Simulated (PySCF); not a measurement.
H₃NOS₂W, SMILES [NH]=[W]([OH])(=[S])[SH], multiplicity 1. The structure is a stationary point at PBE0-D3(BJ)/def2-SVP. The multiplicity is an assumed one; no other spin state was optimised. The structure was generated by enumeration; whether it is a known compound was not checked. The def2 effective core potentials stand for the cores of W; spin–orbit coupling is left out. One conformer was computed; it need not be the lowest.

Task: Give the equilibrium geometry at PBE0-D3(BJ)/def2-SVP (PySCF confirms it by a frequency run) as Cartesian coordinates in Å. (An estimate is asked for; the answer gives what the named calculation found.)

Result: Several could match; the one computed here: 
```xyz
8

W      0.1150     0.0940    -0.1363
N      0.8747    -0.8500    -1.3814
H      1.5500    -1.5219    -1.7380
S      1.0858    -0.2068     1.7475
O      0.1179     1.9207    -0.5994
H      0.3553     2.2866    -1.4586
S     -2.0284    -0.8481    -0.0807
H     -2.4018    -0.2558     1.0794
```
Charge 0, spin multiplicity 1.
